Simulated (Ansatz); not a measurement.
`FC(F)(F)C(F)(F)Br` and `FC(F)(Br)C(F)(F)Br` differ in one atom or group.

Ansatz, PBE0-D4/def2-TZVP geometries, multiplicity 1. Each molecule was computed in one conformer, which needn't be the lowest.

Scalar relativity is left out up to krypton. Spin–orbit coupling is left out; it splits and shifts lone-pair levels of the heavy atoms by tenths of an eV.

```csv
property,`FC(F)(F)C(F)(F)Br`
LUMO energy (B3LYP/def2-TZVPP) / eV,-1.34
size of the dipole moment (ωB97M-V/def2-TZVPP) / D,0.56
HOMO energy (PBE0/def2-TZVPP) / eV,-9.26
LUMO energy (PBE0/def2-TZVPP) / eV,-1.01
size of the dipole moment (B3LYP/def2-TZVPP) / D,0.55
LUMO energy (ωB97M-V/def2-TZVPP) / eV,1.17
```

Question: What does the change do to each property? (Estimate.)

Answer: Computed: 
```
                                          property  `FC(F)(Br)C(F)(F)Br`  shift
               LUMO energy (B3LYP/def2-TZVPP) / eV                 -1.39  -0.05
size of the dipole moment (ωB97M-V/def2-TZVPP) / D                  0.80   0.24
                HOMO energy (PBE0/def2-TZVPP) / eV                 -8.85   0.41
                LUMO energy (PBE0/def2-TZVPP) / eV                 -1.08  -0.07
  size of the dipole moment (B3LYP/def2-TZVPP) / D                  0.80   0.25
             LUMO energy (ωB97M-V/def2-TZVPP) / eV                  1.11  -0.06
```

With PBE0 the HOMO rises by 0.41 eV and the LUMO falls by 0.07 eV, so the gap narrows by about 0.48 eV. PBE moves the HOMO by 0.36 eV and ωB97M-V by 0.46 eV. Dipoles are sizes alone; their direction can turn.

B3LYP here is the variant with VWN-RPA as its local correlation; programs differ in this.
